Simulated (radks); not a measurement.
Charge is removed step by step from the 3p3/2 level of Fe, starting from [Ne] 3s2 3p(1/2: 2, 3/2: 4) 3d6 4s2. All-electron calculation, Dirac Kohn-Sham, PBE, spin-unpolarised, spherical densities, point nucleus; open shells fill j = l - 1/2 first. Program: a radial shooting solver on a logarithmic mesh with Libxc functionals.

\begin{tabular}{lrrr}
removed (e) & E - E(0) (eV) & eigenvalue (eV) & E minus straight line (eV) \\ \hline
0 & 0.000 & -59.483 & 0.000 \\
0.25 & 15.318 & -63.104 & -1.464 \\
0.5 & 31.573 & -66.978 & -1.990 \\
0.75 & 48.825 & -71.073 & -1.519 \\
1 & 67.126 & -75.363 & 0.000 \\
\end{tabular}

Removing the whole electron costs 67.126 eV by Delta-SCF, against 59.483 eV from minus the eigenvalue at the starting occupation. Slater's transition state (half an electron removed) gives 66.978 eV. Integrating minus the eigenvalue over the occupation (Janak's theorem) gives 67.126 eV. The mean slope of the eigenvalue, de/dn, is 15.9 eV per electron.
